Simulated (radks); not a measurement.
Spin polarisation of the 3p2 shell in neutral silicon. Start: [Ne] 3s2 3p(up 1, down 1); electrons of 3p are moved from spin down to spin up, other shells keep equal spins. All-electron calculation, scalar-relativistic Kohn-Sham, r2SCAN, spin-polarised, spherical densities, finite nucleus; meta-GGA in the generalised Kohn-Sham scheme; Fermi nuclear charge, rms radius of each element as measured or else 0.836 A^(1/3) + 0.57 fm. Program: a radial shooting solver on a logarithmic mesh with Libxc functionals.

\begin{tabular}{lrrrr}
moment (Bohr magnetons) & E - E(0) (eV) & e(3p up) (eV) & e(3p down) (eV) & 3s down minus up (eV) \\ \hline
0 & 0.000 & -4.106 & -4.106 & 0.000 \\
0.5 & -0.062 & -4.335 & -3.837 & 0.518 \\
1 & -0.251 & -4.533 & -3.515 & 1.051 \\
1.5 & -0.575 & -4.699 & -3.119 & 1.611 \\
2 & -1.046 & -4.836 & -2.658 & 2.215 \\
\end{tabular}

At moment 2 the spin-polarisation energy is -1.046 eV and the 3p exchange splitting 2.179 eV, that is 1.089 eV per Bohr magneton; E = -I m^2/4 would give I = 1.046 eV.
